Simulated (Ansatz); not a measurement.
Reaction (ligand exchange at the Si–S bond): `CO[SiH2]S[SiH2]O` + `C[SeH]` → `CO[SiH2][Se]C` + `O[SiH2]S`

Gas-phase electronic energies from Ansatz, PBE0-D4/def2-TZVP geometries. CCSD(T)/CBS adds triple-zeta CCSD(T) − MP2 to the extrapolated MP2 energy (def2 sets, frozen cores). DFT in def2-TZVPP. For Se outer-core shells are correlated without core-valence functions, which leaves a few kJ/mol of doubt a bond. Scalar relativity is left out up to krypton. One conformer a species, not always the lowest.

```json
{"level": "r2SCAN-D4", "ΔE (kJ/mol)": "14.4", "difference from CCSD(T)/CBS": "3.2"}
{"level": "PBE0-D4", "ΔE (kJ/mol)": "13.3", "difference from CCSD(T)/CBS": "2.1"}
{"level": "ωB97X-V", "ΔE (kJ/mol)": "14.2", "difference from CCSD(T)/CBS": "3.0"}
{"level": "B2PLYP", "ΔE (kJ/mol)": "10.2", "difference from CCSD(T)/CBS": "-1.0"}
{"level": "PBE", "ΔE (kJ/mol)": "8.7", "difference from CCSD(T)/CBS": "-2.5"}
{"level": "CCSD/def2-TZVPP", "ΔE (kJ/mol)": "11.5", "difference from CCSD(T)/CBS": "0.3"}
{"level": "CCSD(T)/def2-TZVPP", "ΔE (kJ/mol)": "13.5", "difference from CCSD(T)/CBS": "2.3"}
{"level": "MP2/def2-QZVPP", "ΔE (kJ/mol)": "12.5", "difference from CCSD(T)/CBS": "1.3"}
{"level": "SCS-MP2/def2-QZVPP", "ΔE (kJ/mol)": "11.2", "difference from CCSD(T)/CBS": "0.0"}
{"level": "HF/CBS(def2)", "ΔE (kJ/mol)": "4.6", "difference from CCSD(T)/CBS": "-6.6"}
{"level": "CCSD(T)/CBS", "ΔE (kJ/mol)": "11.2", "difference from CCSD(T)/CBS": "0"}
```

Largest T1 diagnostic among the species: 0.012.

The D4 term adds +6.7 kJ/mol with B3LYP and +3.7 kJ/mol with PBE0; it sums over pairs of atoms, weighted by their polarisabilities, and B3LYP, whose exchange is more repulsive, gets the larger term. In def2-TZVPP, CCSD(T) changes the Hartree–Fock value by +8.5 kJ/mol (the triples alone add +2.0 kJ/mol) and MP2 by +9.0 kJ/mol.

B3LYP here is the variant with VWN-RPA as its local correlation; programs differ in this.
